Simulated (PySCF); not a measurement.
The first ionisation energy along group 6

All values are computed (PySCF 2.14, energy differences of UHF-based or UKS calculations, no spin-orbit coupling). Values in eV. The last column holds reference values (NIST; (s) semi-empirical, (t) theoretical, else measured). Unmarked ones compare directly (S terms, centres of terms, or small fine structure); those marked * lie between the lowest fine-structure levels and include a spin-orbit shift.

```csv
element,configurations,UHF,LDA,PBE0,r2SCAN,MP2 (valence),MP2 (valence and next inner shell),reference
"Cr (aug-cc-pwCVTZ, non-relativistic)",[Ar] 3d5 4s1 → [Ar] 3d5,5.902,7.459,6.924,7.211,6.396,6.642,6.767
"Mo (aug-cc-pwCVTZ-PP with ECP28MDF, ECP)",[Kr] 4d5 5s1 → [Kr] 4d5,6.241,7.780,7.243,7.568,6.815,7.138,7.092
"W (aug-cc-pwCVTZ-PP with ECP60MDF, ECP)",[Xe] 4f14 5d4 6s2 → [Xe] 4f14 5d4 6s1,5.884,7.908,7.279,7.073,7.241,7.500,7.825
```

```
                            method  elements  mean error (eV)  mean absolute error (eV)  largest error (eV)
                               UHF         3           -1.219                     1.219              -1.941
                               LDA         3            0.487                     0.487               0.692
                              PBE0         3           -0.079                     0.285              -0.546
                            r2SCAN         3            0.056                     0.557              -0.752
                     MP2 (valence)         3           -0.411                     0.411              -0.584
MP2 (valence and next inner shell)         3           -0.135                     0.165              -0.325
```

Errors include the incompleteness of the basis and the frozen core.

"Valence" correlates the outer s and p shells and, in groups 3 to 12 and the f block, the outer d or f shell, open or full, or the next shell where the ion has no valence electron left; the wider scheme adds the next inner shell.
